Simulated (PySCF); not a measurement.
Molecule: `FC(F)[SiH2]O[SiH2]O[SiH3]`, CH₈F₂O₂Si₃.

Geometry (Å), atoms numbered from 1 in this order:
```xyz
16

F    -0.7928   -0.1059   -1.9912
C    -1.5297    0.5136   -1.0227
F    -2.6242    1.0191   -1.6629
Si   -2.0236   -0.7438    0.3653
O    -0.6907   -1.1167    1.1788
Si    0.8959   -1.2274    1.5515
O     1.7177   -0.0355    0.8547
Si    2.1818    1.2143   -0.0776
H    -0.9356    1.3755   -0.6854
H    -2.5322   -1.9464   -0.2813
H    -2.9285   -0.0508    1.2756
H     1.3717   -2.4883    1.0066
H     0.9520   -1.0168    2.9891
H     1.4293    2.3843    0.3844
H     1.8898    0.8855   -1.4683
H     3.6116    1.3481    0.1889
```

Frames of a GFN2-xTB Langevin trajectory at 300 K; GIAO PBE0/pcSseg-1 shieldings in PySCF, gas phase, non-relativistic; equivalent atoms averaged within each frame.

δ = σ(ref) − σ, references computed at the same level: CFCl3 for 19F (σref 170.95); TMS for 13C (σref 186.93) and 29Si (σref 349.16) and 1H (σref 31.72); 17O (σref 336.08) vs H2O. The references are static minima.

Task: How do the shifts (ppm) fluctuate along the trajectory?

Result: 
```
         time (fs)   F1/F3     C2    Si4    Si8    Si6    O5    O7    H9  H14/H15/H16  H10/H11
optimised geometry  -160.4  126.4  -39.1  -43.0  -48.3  53.4  40.8  6.58         5.30     5.07
               250  -148.9  132.5  -29.8  -39.7  -43.7  65.6  44.6  7.53         5.73     5.68
               425  -169.9  124.2  -41.4  -39.4  -46.8  55.4  47.4  7.08         5.59     5.19
               625  -165.1  128.1  -43.0  -34.4  -38.9  61.0  51.3  6.87         5.57     5.82
               800  -164.5  120.2  -38.6  -41.8  -41.1  67.3  45.8  6.28         5.76     5.85
              1000  -166.2  124.9  -45.3  -38.7  -49.3  46.0  45.9  4.91         5.43     4.42
    mean of frames  -162.9  126.0  -39.6  -38.8  -44.0  59.1  47.0  6.53         5.61     5.39
standard deviation     8.1    4.6    6.0    2.7    4.2   8.6   2.6  1.01         0.13     0.60
```

5 frames give an uncertainty of the mean of about the standard deviation over 2.2 at best, since frames this close in time may not be independent; classical motion lacks zero-point vibration, and the reference would need the same averaging.
